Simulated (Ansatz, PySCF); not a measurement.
System: GaH₃ (charge -1, doublet). 
Geometry from a B3LYP-D3(BJ)/def2-TZVP (Ansatz, an electronic-structure program) optimisation:
```
Ga
H 1 1.6277
H 1 1.6277 2 111.23
H 1 1.6277 2 111.23 3 124.59
```
Charge -1, spin multiplicity 2.

Total electronic energies in hartree. Correlated levels leave the core frozen unless marked. UHF or UKS for open shells. Spin-orbit coupling is left out. Frozen are the shells of the preceding noble gas and the d and f shells that filled before the atom's block. No relativistic terms. CBS marks a two-point X^-3 extrapolation of the correlation energy; Hartree-Fock from the larger set.

| level | program | energy (Eh) |
|---|---|---|
| HF/def2-TZVPP | Ansatz | -1924.95344 |
| HF-D4/def2-TZVPD | PySCF + dftd4 | -1924.96486 |
| BLYP-D4/def2-TZVPD | Ansatz + dftd4 | -1926.69366 |
| TPSS-D3(BJ)/def2-TZVPD | PySCF + dftd3 | -1926.62765 |
| r2SCAN-D4/def2-TZVPD | Ansatz + dftd4 | -1926.61823 |
| BHLYP/def2-TZVPD | Ansatz | -1926.59676 |
| r2SCAN0-D4/def2-TZVPD | Ansatz + dftd4 | -1926.59222 |
| RI-MP2/def2-TZVPP | Ansatz | -1925.05670 |
| RI-MP2/def2-TZVPPD | Ansatz | -1925.05993 |
| SCS-MP2/aug-cc-pVTZ | Ansatz | -1925.11340 |
| CCSD/aug-cc-pVTZ | Ansatz | -1925.12586 |
| CCSD(T)/def2-SVPD | Ansatz | -1924.82335 |
| CCSD(T)/cc-pVTZ | Ansatz | -1925.12201 |
| CCSD(T)/CBS(aug-cc-pVTZ,aug-cc-pVQZ) | Ansatz | -1925.1390 |
| CCSD(T)/CBS(def2-TZVPPD,def2-QZVPPD) | Ansatz | -1925.1376 |

Totals of different functionals don't rank their quality; only differences between species are comparable.
